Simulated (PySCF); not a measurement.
PySCF job for Al(Me)(SH)2 (CH₅AlS₂), SMILES [CH3][Al]([SH])[SH], PBE-D3(BJ)/def2-SVP. Geometry optimised at PBE-D3(BJ)/def2-SVP. The structure was generated by enumeration; whether it is a known compound was not checked. The values are those of a single conformer.

```python
import numpy as np
from pyscf import gto, scf, dft, df
from pyscf.hessian import thermo

mol = gto.M(
    atom='''
    Al    0.35840105   -0.06884566   -0.02394167
    C     2.26224916   -0.48356260   -0.15823295
    H     2.40575953   -1.57014035   -0.33857592
    H     2.80306855   -0.22959371    0.77623992
    H     2.74315896    0.05878614   -0.99754844
    S    -0.64998904   -0.24490814    1.93282000
    H    -1.88491541    0.09904712    1.47198056
    S    -0.74661388    0.54347211   -1.83506312
    H    -1.95413362    0.66124652   -1.21556697
    ''',
    basis='def2-SVP',
    charge=0,
    spin=0,
    max_memory=1600,
    verbose=3,
)
mf = dft.RKS(mol, xc='pbe').density_fit(auxbasis='def2-universal-jkfit')
mf.disp = 'd3bj'
mf.grids.level = 3
mf.conv_tol = 1e-11
mf.max_cycle = 100
mf.kernel()

# [left out here: the lines that compute and print the analytic Hessian (its translational invariance restored by hand, since the grid's response is missing), thermochemistry and intensities]
```

It prints:

```
converged SCF energy = -1079.1346280756

WARN: DFTD3 does not support analytical Hessian, using finite difference


WARN: Mole.unit (angstrom) is changed to Bohr

Mode                                 0                   1                   2
Irrep
Freq [cm^-1]                        3.9343            136.4155            137.2584
Reduced mass [au]                   1.0225              6.7462              3.2210
Force const [Dyne/A]                0.0000              0.0740              0.0358
Char temp [K]                       5.6606            196.2715            197.4843
Normal mode                   x     y     z       x     y     z       x     y     z
       0  Al                -0.00 -0.00 -0.00    0.08 -0.02 -0.00   -0.00 -0.01  0.05
       1   C                 0.00 -0.00  0.01    0.08 -0.01 -0.02   -0.01  0.04 -0.17
       2   H                 0.02 -0.09  0.59    0.09 -0.01 -0.02   -0.00  0.05 -0.21
       3   H                 0.08  0.52 -0.18    0.09 -0.01 -0.02    0.16  0.05 -0.27
       4   H                -0.10 -0.43 -0.33    0.07 -0.01 -0.02   -0.19  0.06 -0.26
       5   S                 0.00 -0.01 -0.00   -0.06  0.03 -0.07   -0.06  0.00  0.03
       6   H                 0.00 -0.01 -0.00    0.00  0.05 -0.21   -0.02  0.05 -0.04
       7   S                -0.00  0.01  0.00   -0.05 -0.01  0.08    0.06 -0.02  0.02
       8   H                 0.00  0.02  0.00    0.01 -0.04  0.21    0.01 -0.03 -0.08
Mode                                 3                   4                   5
Irrep
Freq [cm^-1]                      167.1715            180.6324            256.5512
Reduced mass [au]                   5.5655              1.0279              1.0749
Force const [Dyne/A]                0.0916              0.0198              0.0417
Char temp [K]                     240.5226            259.8898            369.1201
Normal mode                   x     y     z       x     y     z       x     y     z
       0  Al                -0.04 -0.15 -0.03    0.00  0.00  0.00   -0.00  0.00  0.00
       1   C                 0.02  0.07  0.01   -0.00 -0.00 -0.01    0.01  0.02  0.00
       2   H                 0.24  0.10  0.01   -0.01 -0.00 -0.01    0.09  0.04 -0.00
       3   H                -0.07  0.17  0.04    0.00 -0.01 -0.01   -0.03  0.06  0.01
       4   H                -0.06  0.18  0.04   -0.00  0.00 -0.01   -0.02  0.07  0.02
       5   S                 0.01  0.04  0.01   -0.00  0.01  0.00   -0.01 -0.03 -0.00
       6   H                -0.00 -0.00  0.01   -0.14 -0.68 -0.14    0.13  0.64  0.13
       7   S                 0.01  0.04  0.01    0.00 -0.02 -0.00   -0.01 -0.03 -0.01
       8   H                 0.01  0.04 -0.00    0.14  0.66  0.14    0.13  0.65  0.13
Mode                                 6                   7                   8
Irrep
Freq [cm^-1]                      376.9658            514.0273            565.9979
Reduced mass [au]                  12.1845              3.2143              1.2113
Force const [Dyne/A]                1.0201              0.5004              0.2286
Char temp [K]                     542.3698            739.5708            814.3450
Normal mode                   x     y     z       x     y     z       x     y     z
       0  Al                 0.06 -0.01 -0.00    0.00 -0.03  0.13   -0.00 -0.01  0.04
       1   C                 0.11 -0.03 -0.01    0.00 -0.01  0.03    0.00 -0.01  0.06
       2   H                 0.12 -0.03 -0.01    0.01  0.00 -0.03    0.02  0.02 -0.12
       3   H                 0.11 -0.02 -0.01    0.11 -0.01 -0.04    0.33 -0.02 -0.13
       4   H                 0.11 -0.02 -0.01   -0.12  0.03 -0.02   -0.34  0.07 -0.09
       5   S                -0.05 -0.01  0.09    0.04  0.00 -0.05    0.01  0.01 -0.04
       6   H                -0.02 -0.01  0.02    0.15  0.03 -0.33   -0.20 -0.06  0.48
       7   S                -0.05  0.03 -0.08   -0.04  0.02 -0.04   -0.01  0.01 -0.04
       8   H                -0.02  0.00 -0.02   -0.16  0.10 -0.30    0.22 -0.13  0.45
Mode                                 9                  10                  11
Irrep
Freq [cm^-1]                      615.4553            637.6339            685.6216
Reduced mass [au]                   1.4897              1.2831              2.3254
Force const [Dyne/A]                0.3325              0.3074              0.6441
Char temp [K]                     885.5031            917.4133            986.4569
Normal mode                   x     y     z       x     y     z       x     y     z
       0  Al                 0.05 -0.03 -0.01   -0.02 -0.04 -0.01    0.12 -0.02 -0.01
       1   C                -0.11  0.06  0.02    0.06  0.10  0.02   -0.13  0.02  0.01
       2   H                -0.33  0.03  0.01   -0.60  0.00  0.01   -0.12  0.03  0.01
       3   H                -0.05 -0.06  0.01    0.31 -0.28 -0.03   -0.18  0.05  0.02
       4   H                -0.07 -0.05 -0.02    0.26 -0.27 -0.10   -0.17  0.06  0.01
       5   S                 0.00 -0.01  0.03   -0.00  0.00 -0.01   -0.01  0.00 -0.00
       6   H                 0.20  0.07 -0.46   -0.06  0.04  0.18   -0.16 -0.04  0.37
       7   S                -0.00  0.01 -0.03   -0.00  0.00  0.01   -0.01  0.00  0.00
       8   H                 0.23 -0.12  0.45   -0.07  0.11 -0.14   -0.17  0.11 -0.34
Mode                                12                  13                  14
Irrep
Freq [cm^-1]                      712.1504           1164.4356           1372.9048
Reduced mass [au]                   1.5119              1.2400              1.0501
Force const [Dyne/A]                0.4518              0.9906              1.1661
Char temp [K]                    1024.6259           1675.3636           1975.3043
Normal mode                   x     y     z       x     y     z       x     y     z
       0  Al                -0.00  0.02 -0.08    0.01 -0.00 -0.00    0.00 -0.00  0.00
       1   C                 0.00 -0.02  0.11   -0.13  0.03  0.01    0.00 -0.01  0.06
       2   H                 0.02  0.03 -0.18    0.51  0.10 -0.00   -0.02  0.11 -0.70
       3   H                 0.43 -0.03 -0.15    0.42 -0.19 -0.22   -0.17  0.43  0.03
       4   H                -0.47  0.09 -0.10    0.43 -0.25  0.13    0.16 -0.43 -0.14
       5   S                -0.00 -0.01  0.03   -0.00  0.00  0.00   -0.00  0.00 -0.00
       6   H                 0.11  0.02 -0.26   -0.00 -0.00  0.01   -0.00 -0.01  0.01
       7   S                 0.00 -0.01  0.03   -0.00  0.00 -0.00    0.00  0.00 -0.00
       8   H                -0.12  0.08 -0.24   -0.00  0.00 -0.01    0.00  0.00  0.01
Mode                                15                  16                  17
Irrep
Freq [cm^-1]                     1375.9394           2621.0396           2624.0288
Reduced mass [au]                   1.0526              1.0385              1.0379
Force const [Dyne/A]                1.1741              4.2032              4.2108
Char temp [K]                    1979.6705           3771.0925           3775.3932
Normal mode                   x     y     z       x     y     z       x     y     z
       0  Al                 0.00  0.00  0.00   -0.00  0.00 -0.00   -0.00  0.00  0.00
       1   C                 0.02  0.06  0.01    0.00 -0.00  0.00    0.00 -0.00 -0.00
       2   H                 0.33  0.08  0.01    0.00 -0.00  0.00   -0.00 -0.00 -0.00
       3   H                -0.26 -0.50  0.31    0.00 -0.00 -0.00    0.00  0.00 -0.00
       4   H                -0.29 -0.37 -0.44   -0.00  0.00  0.00    0.00  0.00  0.00
       5   S                -0.00 -0.00 -0.00   -0.02  0.01 -0.01   -0.02  0.01 -0.01
       6   H                -0.00 -0.00  0.00    0.62 -0.17  0.23    0.64 -0.18  0.23
       7   S                -0.00 -0.00  0.00    0.02 -0.00 -0.01   -0.02  0.00  0.01
       8   H                -0.00 -0.00 -0.00   -0.62  0.06  0.32    0.61 -0.06 -0.31
Mode                                18                  19                  20
Irrep
Freq [cm^-1]                     2971.2908           3065.6895           3079.9172
Reduced mass [au]                   1.0356              1.0994              1.1020
Force const [Dyne/A]                5.3870              6.0879              6.1591
Char temp [K]                    4275.0259           4410.8446           4431.3151
Normal mode                   x     y     z       x     y     z       x     y     z
       0  Al                -0.00  0.00  0.00   -0.00  0.00  0.00   -0.00  0.00 -0.00
       1   C                 0.05 -0.02 -0.00    0.02  0.08  0.02   -0.00  0.02 -0.09
       2   H                -0.06  0.61  0.10    0.10 -0.71 -0.12    0.00 -0.03 -0.02
       3   H                -0.25 -0.13 -0.46   -0.22 -0.09 -0.39    0.32  0.16  0.54
       4   H                -0.22 -0.27  0.41   -0.17 -0.18  0.31   -0.31 -0.34  0.52
       5   S                 0.00 -0.00  0.00    0.00  0.00 -0.00   -0.00 -0.00  0.00
       6   H                 0.00 -0.00 -0.00   -0.00 -0.00 -0.00   -0.00  0.00  0.00
       7   S                 0.00  0.00 -0.00    0.00  0.00  0.00    0.00 -0.00  0.00
       8   H                 0.00 -0.00  0.00   -0.00 -0.00  0.00    0.00 -0.00 -0.00
temperature 298.1500 [K]
pressure 101325.00 [Pa]
Rotational constants [GHz] 3.81058 2.06503 1.35079
Symmetry number 1
Zero-point energy (ZPE) 0.05300 [Eh]   139155.969 [J/mol]
                           tot       elec      trans        rot        vib
Entropy [J/mol/K]       391.181      0.000    167.158    116.336    107.688
Cv [J/mol/K]            105.452      0.000     12.472     12.472     80.508
Cp [J/mol/K]            113.766      0.000     20.786     12.472     80.508
Internal energy [J/mol]                      3718.434   3718.434 152892.024
Internal energy [Eh]   -1079.07356  -1079.13463
Enthalpy [J/mol]                             6197.391   3718.434 152892.024
Enthalpy [Eh]          -1079.07262
Gibbs free energy [J/mol]                  -43640.622 -30967.172 120784.912
Gibbs free energy [Eh] -1079.11704
mode   freq/cm-1   IR/(km/mol)
   1        3.93         0.007
   2      136.42        12.326
   3      137.26         1.015
   4      167.17         9.070
   5      180.63         0.061
   6      256.55        38.422
   7      376.97        11.209
   8      514.03        42.574
   9      566.00         2.619
  10      615.46        31.056
  11      637.63        24.386
  12      685.62        46.718
  13      712.15       121.954
  14     1164.44        15.767
  15     1372.90         0.869
  16     1375.94         3.334
  17     2621.04         2.048
  18     2624.03         1.293
  19     2971.29         0.818
  20     3065.69         1.477
  21     3079.92         1.901
max |gradient| / (hartree/bohr): 3.9456439245435376e-05
APT charges: [ 1.1986 -0.4054  0.0209  0.0238  0.0237 -0.4757  0.0449 -0.4758  0.045 ]
```

The calculation finished and met its thresholds.

Cost: roughly 70 core-seconds.
